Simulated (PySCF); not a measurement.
1-bromo-3-fluoropropa-1,2-diene (C3H2BrF), SMILES FC=C=CBr. Coordinates come from a ωB97X-D3(BJ)/def2-SVP optimisation.

Computed with PySCF with ωB97X-D3(BJ)/def2-SVP.

Harmonic wavenumbers (cm⁻¹): 104, 191, 310, 439, 635, 713, 811, 901, 1068, 1199, 1276, 1463, 2127, 3224, 3232. Rotational constants (GHz): 15.61, 1.035, 1.002; symmetry number 1.

### Question
Work out the zero-point energy and the ideal-gas rigid-rotor harmonic-oscillator thermochemistry at 298.15 K and 1 atm.

### Answer
ZPE = ½ Σ hcν = ½ × 17690 cm⁻¹ = 25.29 kcal/mol. H − E(el) = 29.18 kcal/mol. Entropy in cal/(mol K): translation 40.66, rotation 27.39, vibration 8.98, total 77.02. G − E(el) = 6.22 kcal/mol. Cp = 18.45 cal/(mol K). Modes under 150 cm⁻¹ make the vibrational entropy uncertain.
